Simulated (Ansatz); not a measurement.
`N#C[Si](Cl)(Cl)C#N` + `CO[SiH3]` → `C[Si](Cl)(Cl)C#N` + `N#CO[SiH3]`  (redistribution)

Gas-phase electronic energies from Ansatz, PBE0-D4/def2-TZVP geometries. CCSD(T)/CBS adds triple-zeta CCSD(T) − MP2 to the extrapolated MP2 energy (def2 sets, frozen cores). Functionals use def2-TZVPP.

```csv
level,ΔE (kJ/mol),difference from CCSD(T)/CBS
LDA (SPW92),-44.4,-29.5
revPBE-D4,-28.0,-13.1
r2SCAN-D4,-30.7,-15.8
B97M-V,-24.3,-9.4
r2SCAN,-30.8,-15.9
r2SCANh,-31.3,-16.4
BHLYP,-22.5,-7.6
MP2/def2-SVP,-17.2,-2.3
CCSD(T)/def2-TZVPP,-14.0,0.9
CCSD/CBS(def2),-15.1,-0.2
CCSD(T)/CBS,-14.9,0
```

(1) What do rigid-rotor, harmonic-oscillator terms from PBE0-D4/def2-TZVP frequencies (298.15 K, 1 bar) make of the CCSD(T)/CBS value? (Estimate.)

Largest T1 diagnostic among the species: 0.014.

Results:

(1) Ansatz gave: ΔZPE = -1.8 kJ/mol, ΔH = -17.5 kJ/mol, ΔS = 1 J/(mol·K), ΔG = -17.8 kJ/mol.

Leaving LDA and LC-ωPBE aside and taking each functional with its dispersion term where it has one, the values, not all of them listed here, spread over 14.6 kJ/mol, from PBE0-D4 to B2PLYP. LDA lies −11.8 kJ/mol from PBE without D4. In def2-TZVPP, CCSD(T) changes the Hartree–Fock value by +4.1 kJ/mol (the triples alone add +0.3 kJ/mol) and MP2 by +3.4 kJ/mol.
